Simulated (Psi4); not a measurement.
H$_{4}$BeSi (SMILES [BeH][SiH3]), singlet, geometry from GFN2-xTB (such geometries of metal compounds can be far from the true shape).

Input for Psi4:
```
memory 2 GB

molecule mol {
0 1
Be   -1.494085   -0.830540   -0.196330
H    -2.619132   -1.435060   -0.382033
Si    0.402464    0.221378    0.057140
H     1.161482    0.010298    1.304957
H     0.351652    1.696109    0.012168
H     1.447842   -0.048481   -0.949734
}

set {
  basis sto-3g
  reference rhf
}

energy('scf')
print_variables()
```

Problem. What is the computed nuclear repulsion energy (HF/STO-3G in Psi4)?

Solution. 35.4835 Eh

Problem. Give the total energy at the level HF/STO-3G.

Solution. -302.347138 Ha

Problem. Estimate the number of basis functions that HF/STO-3G returns for this input.

Solution. 18

Problem. What is the computed dipole moment (HF/STO-3G)?

Solution. 0.55 D
